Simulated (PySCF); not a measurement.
## Electron correlation in Ir+ (iridium, charge +1)

[Xe] 4f14 5d6 6s1 6p1, one real determinant (an excited configuration). Computed with PySCF 2.14 in aug-cc-pVDZ-PP with ECP60MDF (5s5p4d2f, 54 functions), with scalar relativity through the core potential. Frozen: 5s2 5p6; 8 electrons correlated.

MP2 pair energies summed by pair of shells (mhartree):

```json
{"pair": "5d-5d", "energy": "-72.62", "share (%)": "67.0"}
{"pair": "5d-6s", "energy": "-21.69", "share (%)": "20.0"}
{"pair": "5d-6p", "energy": "-12.39", "share (%)": "11.4"}
{"pair": "6s-6p", "energy": "-1.68", "share (%)": "1.6"}
```

Total MP2 correlation energy: -108.39 mhartree.

Same-spin part -68.51 and opposite-spin part -39.88 mhartree; SCS-MP2 scales them by 1/3 and 6/5 to -70.69 mhartree.

The reference is one real determinant that mixes LS terms of this configuration.
